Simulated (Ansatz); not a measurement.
**Nudged elastic band run: CH$_{5}$GaO**

The input (input.yaml):

```yaml
crystal:
  periodic: [false, false, false]
  atoms:
    - { symbol: Ga, position_ang: [0.082802, -0.185951, 0.308837] }
    - { symbol: H, position_ang: [0.163382, -0.275429, 1.887166] }
    - { symbol: O, position_ang: [1.649169, -0.25979, -0.599435] }
    - { symbol: H, position_ang: [2.422077, -0.348476, -0.012841] }
    - { symbol: C, position_ang: [-1.478938, 0.000173, -0.868361] }
    - { symbol: H, position_ang: [-2.202418, -0.821719, -0.694448] }
    - { symbol: H, position_ang: [-2.004594, 0.955359, -0.665427] }
    - { symbol: H, position_ang: [-1.158481, -0.016069, -1.927693] }
basis:
  gaussian: { orbitals: def2-SVP }
hamiltonian:
  xc: pbe
  dispersion: d4
neb:
  order_check: false
  images: 5
  f_tol: 0.05
  max_iterations: 60
  final_atoms:
    - { symbol: Ga, position_ang: [-0.96956864, -0.81423454, 1.01430156] }
    - { symbol: H, position_ang: [1.89447, -0.4335778, 0.92597359] }
    - { symbol: O, position_ang: [1.17745814, 0.12037121, 0.56228832] }
    - { symbol: H, position_ang: [1.32279378, 0.13025193, -0.4045901] }
    - { symbol: C, position_ang: [-1.42469711, -0.09512989, -0.8838986] }
    - { symbol: H, position_ang: [-2.49024932, -0.25898437, -1.15736077] }
    - { symbol: H, position_ang: [-1.22695402, 0.9993866, -0.96134648] }
    - { symbol: H, position_ang: [-0.81025383, -0.59998514, -1.66756953] }
  initial_path:
    images:
      - { positions_ang: [[0.082802, -0.185951, 0.308837], [0.163382, -0.275429, 1.887166], [1.649169, -0.25979, -0.599435], [2.422077, -0.348476, -0.012841], [-1.478938, 0.000173, -0.868361], [-2.202418, -0.821719, -0.694448], [-2.004594, 0.955359, -0.665427], [-1.158481, -0.016069, -1.927693]] }
      - { positions_ang: [[0.05252672, -0.12981783, 0.21039617], [0.45899665, -0.21772002, 1.73470492], [1.74820677, -0.16715719, -0.27070768], [2.3749124, -0.53447093, 0.0432819], [-1.5560106, 0.00351001, -0.91142765], [-2.21509886, -0.86604894, -0.74854177], [-2.11896445, 0.91684046, -0.65260677], [-1.27156963, 0.04296244, -1.97730112]] }
      - { positions_ang: [[0.02225145, -0.07368467, 0.11195533], [0.75461129, -0.16001104, 1.58224384], [1.84724454, -0.07452439, 0.05801964], [2.3277478, -0.72046585, 0.0994048], [-1.63308321, 0.00684702, -0.9544943], [-2.22777971, -0.91037888, -0.80263554], [-2.2333349, 0.87832191, -0.63978653], [-1.38465826, 0.10199388, -2.02690925]] }
      - { positions_ang: [[-0.00802383, -0.0175515, 0.0135145], [1.05022594, -0.10230206, 1.42978277], [1.94628232, 0.01810842, 0.38674696], [2.2805832, -0.90646078, 0.1555277], [-1.71015581, 0.01018403, -0.99756094], [-2.24046057, -0.95470882, -0.85672932], [-2.34770536, 0.83980337, -0.6269663], [-1.4977469, 0.16102533, -2.07651737]] }
      - { positions_ang: [[-0.32853876, -0.28311252, 0.34711019], [1.33164063, -0.2127273, 1.26184638], [1.69000759, 0.05219602, 0.44526075], [1.96132006, -0.56088988, -0.03117823], [-1.61500291, -0.02492061, -0.95967349], [-2.32372348, -0.72280067, -0.9569398], [-1.97412158, 0.89299778, -0.73842636], [-1.26858254, -0.09264483, -1.94020142]] }
      - { positions_ang: [[-0.6490537, -0.54867353, 0.68070587], [1.61305531, -0.32315255, 1.09390998], [1.43373287, 0.08628362, 0.50377453], [1.64205692, -0.21531898, -0.21788416], [-1.51985001, -0.06002525, -0.92178604], [-2.4069864, -0.49089252, -1.05715029], [-1.6005378, 0.94619219, -0.84988642], [-1.03941819, -0.34631498, -1.80388547]] }
      - { positions_ang: [[-0.96956864, -0.81423454, 1.01430156], [1.89447, -0.4335778, 0.92597359], [1.17745814, 0.12037121, 0.56228832], [1.32279378, 0.13025193, -0.4045901], [-1.42469711, -0.09512989, -0.8838986], [-2.49024932, -0.25898437, -1.15736077], [-1.22695402, 0.9993866, -0.96134648], [-0.81025383, -0.59998514, -1.66756953]] }
```

Run as:

```bash
$ ansatz run input.yaml --threads 2 --pin off --max-ram 3072MiB --backend cpu --events-out ev --progress --plain --runs-dir out
```

Output, in part (warnings, iteration lines, the closing report on the highest movable image, with atoms numbered from 0):

```
NEB end point (image 0): max|allowed force component| = 5.407e-3 eV/Å (the criterion of neb.relax_end_points is 1.000e-2)
NEB end point (image 6): max|allowed force component| = 2.033e-2 eV/Å (the criterion of neb.relax_end_points is 1.000e-2)
NEB iter   1: max|band force component| = 2.272e1 eV/Å  barrier→ = 5.5934 eV  barrier← = 4.6060 eV  Δτ_max = 0.1961 Å  (186 SCF iters)
NEB iter   2: max|band force component| = 2.070e0 eV/Å  barrier→ = 2.7701 eV  barrier← = 1.7827 eV  Δτ_max = 0.1964 Å  (167 SCF iters)
NEB iter   3: max|band force component| = 1.272e0 eV/Å  barrier→ = 2.4112 eV  barrier← = 1.4238 eV  Δτ_max = 0.1969 Å  (150 SCF iters)
NEB iter   4: max|band force component| = 1.170e0 eV/Å  barrier→ = 1.9519 eV  barrier← = 0.9645 eV  Δτ_max = 0.1909 Å  (156 SCF iters)
NEB iter   5: max|band force component| = 1.191e0 eV/Å  barrier→ = 1.9689 eV  barrier← = 0.9815 eV  Δτ_max = 0.0994 Å  (154 SCF iters)
NEB iter   6: max|band force component| = 6.460e-1 eV/Å  barrier→ = 2.0287 eV  barrier← = 1.0413 eV  Δτ_max = 0.0974 Å  (140 SCF iters)
NEB iter   7: max|band force component| = 9.373e-1 eV/Å  barrier→ = 2.0395 eV  barrier← = 1.0521 eV  CI = image 2  Δτ_max = 0.2000 Å  (139 SCF iters)
NEB iter   8: max|band force component| = 2.862e0 eV/Å  barrier→ = 2.2598 eV  barrier← = 1.2724 eV  CI = image 2  Δτ_max = 0.1001 Å  (151 SCF iters)
NEB iter   9: max|band force component| = 3.689e-1 eV/Å  barrier→ = 2.2483 eV  barrier← = 1.2609 eV  CI = image 2  Δτ_max = 0.0695 Å  (141 SCF iters)
NEB iter  10: max|band force component| = 1.036e-1 eV/Å  barrier→ = 2.2389 eV  barrier← = 1.2515 eV  CI = image 2  Δτ_max = 0.0230 Å  (142 SCF iters)
NEB iter  11: max|band force component| = 3.250e-2 eV/Å  barrier→ = 2.2374 eV  barrier← = 1.2500 eV  CI = image 2  Δτ_max = 0.0000 Å  (279 SCF iters)
Total energy: -55521.17822610 eV, -2040.3656662027 hartree
Atom 0 at    -0.313167    -0.308498     0.598473 Å, force    -0.012189     0.018638     0.004852 eV/Å
Atom 1 at     1.116986    -0.146599     1.378706 Å, force    -0.030402    -0.007877    -0.005183 eV/Å
Atom 2 at     1.593551     0.102437    -0.017783 Å, force     0.012179    -0.010074     0.007870 eV/Å
Atom 3 at     2.135051    -0.714022    -0.050149 Å, force     0.017054     0.006467    -0.018147 eV/Å
Atom 4 at    -1.588614    -0.024399    -0.906465 Å, force     0.026929     0.009612     0.007619 eV/Å
Atom 5 at    -2.367791    -0.810761    -0.950501 Å, force    -0.005065    -0.006586     0.004072 eV/Å
Atom 6 at    -2.092394     0.956071    -0.771470 Å, force     0.000294    -0.006788    -0.000340 eV/Å
Atom 7 at    -1.010624    -0.006131    -1.853013 Å, force    -0.008802    -0.003392    -0.000743 eV/Å
Dipole moment:    -0.137242    -0.257836    -0.088601 e Å
```

The run converged. Neighbouring images differ by up to 1.6 eV, so the band resolves the path poorly. A vibrational analysis at the climbing image gives 2 clearly imaginary modes (1114i, 42i cm⁻¹): a point of higher order, so a lower path passes nearby. The orbitals stay closed-shell, which can raise the energy where a bond breaks towards radicals; this wasn't checked here.

Final band (atoms are numbered from 1 in the order of the input):

```csv
image,path coordinate (Å),energy (eV),Ga1–H2 (Å),Ga1–O3 (Å),H2–O3 (Å)
0,0.00,0.00,1.58,1.81,2.90
1,0.81,0.60,1.56,1.83,2.37
2,1.62,2.24,1.64,2.05,1.50
3,2.33,1.11,2.27,2.43,0.99
4,3.03,1.03,2.70,2.43,0.98
5,3.74,1.00,2.83,2.39,0.98
6,4.45,0.99,2.89,2.38,0.98
```

Time of the run: 71 s on 2 threads of Arm Neoverse V1, with other jobs on the host, peak memory 0.12 GiB.
